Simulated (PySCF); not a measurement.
Te(SiH3)(GeH3) (GeH6SiTe), SMILES [SiH3][Te][GeH3]. The structure is a stationary point at PBE-D3(BJ)/def2-SVP. The structure was generated by enumeration, and PubChem lists no compound with its InChIKey, so it may never have been made. The def2 effective core potentials stand for the cores of Te; spin–orbit coupling is left out.

Problem. Give the equilibrium geometry at PBE-D3(BJ)/def2-SVP (PySCF confirms it by a frequency run) as Cartesian coordinates in Å. (An estimate is asked for; the answer gives what the named calculation found.)

Solution. 
```xyz
9

Te     0.4308    -0.2991     0.8231
Si    -0.0172    -2.1170    -0.8641
H      0.4949    -3.3968    -0.2654
H      0.6985    -1.8409    -2.1585
H     -1.4897    -2.2437    -1.1464
Ge    -0.6076     1.4744    -0.7499
H     -0.4968     2.8336    -0.0151
H      0.1743     1.5221    -2.0890
H     -2.0954     1.1353    -1.0300
```
